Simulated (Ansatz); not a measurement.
`O[Si](F)(F)F` + NH₃ → `N[Si](O)(F)F` + H–F  (ligand exchange at the Si–F bond)

Program: Ansatz. Geometries: PBE0-D4/def2-TZVP. ΔE: electronic, gas phase. CBS: MP2 limit from def2 TZ/QZ plus the TZ coupled-cluster correction, frozen cores. This one scheme is used for every species. DFT in def2-TZVPP. One conformer a species, not always the lowest.

| species | r2SCAN-D4 energy (Eh) |
| --- | --- |
| `O[Si](F)(F)F` | -665.12224 |
| NH₃ | -56.54866 |
| `N[Si](O)(F)F` | -621.19359 |
| H–F | -100.44667 |

**Question.** Work out ΔE.

**Answer.** ΔE = (-621.19359) + (-100.44667) − (-665.12224) − (-56.54866) = 0.03064 Eh = +80.4 kJ/mol. CCSD(T)/CBS gives +75.9 kJ/mol.

Largest T1 diagnostic among the species: 0.011.

Leaving LDA and LC-ωPBE aside and taking each functional with its dispersion term where it has one, the values, not all of them listed here, spread over 18.4 kJ/mol, from revPBE-D4 to B97M-V. LDA lies −7.1 kJ/mol from PBE without D4. The D4 term adds −5.6 kJ/mol with B3LYP and −3.0 kJ/mol with PBE0; it sums over pairs of atoms, weighted by their polarisabilities, and B3LYP, whose exchange is more repulsive, gets the larger term. In def2-TZVPP, CCSD(T) changes the Hartree–Fock value by −11.6 kJ/mol (the triples alone add −1.4 kJ/mol) and MP2 by −13.4 kJ/mol.

B3LYP here is the variant with VWN-RPA as its local correlation; programs differ in this.
